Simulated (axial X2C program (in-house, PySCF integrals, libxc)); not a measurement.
Curves of AuI⁺ by EOM-IP-CCSD

Calculated with an in-house all-electron X2C program for linear molecules (integrals from PySCF): two-component X2C with atomic mean-field Coulomb and Gaunt terms, Gaussian nuclei, basis Au dyall-cv3z, I dyall-cv3z with contracted cores.

Energies in eV from the lowest point of the lowest state; states are followed by energy order within each Ω. Reference: AuI, 18 electrons correlated in 84 virtual spinors with an MP2 remainder; levels at this size can be off by some tenths of an eV. Masses 196.967 and 126.904 u.

| R (Å) | (1)Ω=3/2 | (1)Ω=1/2 | (2)Ω=1/2 | (1)Ω=5/2 |
| --- | --- | --- | --- | --- |
| 2.299 | 0.3289 | 0.9797 | 2.0624 | 3.4448 |
| 2.399 | 0.0765 | 0.7140 | 1.7294 | 3.0943 |
| 2.499 | 0.0000 | 0.6211 | 1.5964 | 2.9721 |
| 2.611 | 0.0414 | 0.6405 | 1.5959 | 3.0150 |
| 2.724 | 0.1583 | 0.7326 | 1.6827 | 3.1764 |
| 2.874 | 0.3672 | 0.9067 | 1.8509 | 3.4784 |

Question: Fit the curves (1)Ω=3/2, (1)Ω=1/2, (2)Ω=1/2, (1)Ω=5/2 near their minima.

Answer: At EOM-IP-CCSD from AuI (the fit fixes ωe to about one per cent; ωe of higher roots by this method can be off by ten per cent):

```json
{"state": "(1)Ω=3/2", "Te (cm⁻¹)": "0", "Re (Å)": "2.512", "ωe (cm⁻¹)": "187.8"}
{"state": "(1)Ω=1/2", "Te (cm⁻¹)": "4980", "Re (Å)": "2.532", "ωe (cm⁻¹)": "175.5"}
{"state": "(2)Ω=1/2", "Te (cm⁻¹)": "12760", "Re (Å)": "2.553", "ωe (cm⁻¹)": "182.8"}
{"state": "(1)Ω=5/2", "Te (cm⁻¹)": "23940", "Re (Å)": "2.523", "ωe (cm⁻¹)": "220.6"}
```

For AuI at CCSD, and between the minima:

Re = 2.500 Å, ωe = 210.0 cm⁻¹; removing the electron costs 8.859 eV without zero-point terms.

T1 of the reference reaches 0.025 (Lee–Taylor). Curves followed by order can swap character. Number of frozen shells: Au 5 s, 4 p, 2 d, 1 f; I 4 s, 3 p, 2 d. Roots with under 60 % one-particle weight at any point are counted in the labels but not shown, and the list ends where the roots sought for some Ω run out; states that need a further excitation are missing and may lie low or lowest. Curves with a minimum but no constants failed the fit check.
